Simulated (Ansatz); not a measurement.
Potential energy curve for BH (anion, charge -1), lowest doublet found (which spin is the ground state isn't settled by this scan).

Calculation: full CI/aug-cc-pVTZ, frozen core run with Ansatz (a quantum-chemistry and plane-wave program).

Q: Relative to R = 1.24 Å, what are the energies at R = 1.04, 1.54, 1.69, 3.90 Å?

A: 0.561 eV at 1.04 Å, 0.372 eV at 1.54 Å, 0.682 eV at 1.69 Å, 2.679 eV at 3.90 Å.

Where the anion isn't bound against loss of the electron, the finite basis alone holds it.
